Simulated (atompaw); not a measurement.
**PBE PAW (atompaw) dataset for copper (Cu), non-relativistic all-electron reference.**

Cu, PAW, made with atompaw 4.2.0.5 (PBE, non-relativistic). Core [Ar], reference 3d10 4s1 4p0. Waves: 4s (bound): rc 2.95 bohr; 4s channel at 2.8 Ry: rc 2.70 bohr; 4p (bound, empty): rc 2.95 bohr; 4p channel at 3.65 Ry: rc 2.95 bohr; 3d (bound): rc 1.65 bohr; 3d channel at 0.05 Ry: rc 1.65 bohr. Local part: bessel scheme, radius 2.20 bohr. Core correction: smooth core density matched at 2.85 bohr. Augmentation charge: besselshape compensation charge, radius 2.40 bohr; PAW radius 2.95 bohr; waves and projectors: custom rrkj vanderbiltortho.

Poles of the logarithmic derivatives, all-electron (AE) and pseudo (PS). s: poles at 0.6 (AE) and 0.6 (PS) Ry. p: poles at 1.5 (AE) and 1.5 (PS) Ry. d: poles at -0.3, 3.1 (AE) and -0.3, 3.1 (PS) Ry. Test radius 2.97 bohr.

* Cutoffs needed: 40 Ry and 70 Ry (the cutoffs (Ry, on a coarse ladder) from which the occupation-weighted sum of valence levels, in a spherical-Bessel basis at the reference potential, stays within 10 and 1 mRy of its value at 400 Ry)
* Ghost test: no extra level below or beside the all-electron valence levels (s, p, d, f tested) (spherical-Bessel basis up to 400 Ry, 20 bohr box)
* Lowest eigenvalue of the overlap operator: 0.66 (p channel)
* Overlap eigenvalues printed by atompaw (projector basis): 0.546, 0.603, 3.5, 7.38, 14.8, 865
* Share of each valence orbital outside the PAW sphere: 4s 44 %, 4p 82 %, 3d 2 %
